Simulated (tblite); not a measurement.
What does the GFN2-xTB structure of InChI=1S/C6H10OSi/c1-3-4-6(5-7)8-2/h3H,1,4,8H2,2H3 look like in three dimensions?

Z-matrix in Å and degrees, rows numbered from 1:
```
C 
C   1  1.3198
C   2  1.4974  1  124.26
C   3  1.5136  2  110.78  1   119.31
C   4  1.2882  3  124.47  2   102.65
O   5  1.1684  4  174.97  3   168.55
Si  4  1.8937  3  118.82  2   -72.98
C   7  1.8992  4  110.21  3    79.61
H   1  1.0769  2  122.09  3  -179.74
H   1  1.0780  2  121.70  3     0.85
H   2  1.0825  1  120.56  3   178.81
H   3  1.0938  2  109.29  1  -120.37
H   3  1.0917  2  109.76  1    -1.51
H   7  1.4651  4  109.34  3  -158.83
H   7  1.4692  4  105.69  3   -39.82
H   8  1.0869  7  111.15  4    64.44
H   8  1.0858  7  111.08  4  -175.75
H   8  1.0865  7  111.39  4   -55.64
```

Of the pairs four or more bonds apart, H10···H13 is among the closest relative to their van der Waals radii: 2.41 Å, 100 % of the sum of Bondi's values. Si7 (SiH2 silicon) is distorted tetrahedral (angles from 105.7° to 110.6°). The C–C distances run from 1.288 Å (C4=C5, drawn double) to 1.514 Å (C3–C4, drawn single), a spread of 0.226 Å.

Computed geometry: GFN2-xTB, gas phase.

Point group: C1 (no symmetry element, even within 0.4 Å). Its GFN2-xTB frequencies are all real (lowest 18 cm⁻¹). The numbers are those of one conformer (C1–C2–C3–C4 119°, C2–C3–C4–C5 103°, C3–C4–Si7–C8 80°). 3 starts were optimised and ended at 0.00, 1.00 and 1.18 kcal/mol (GFN2-xTB); the lowest of these is shown.
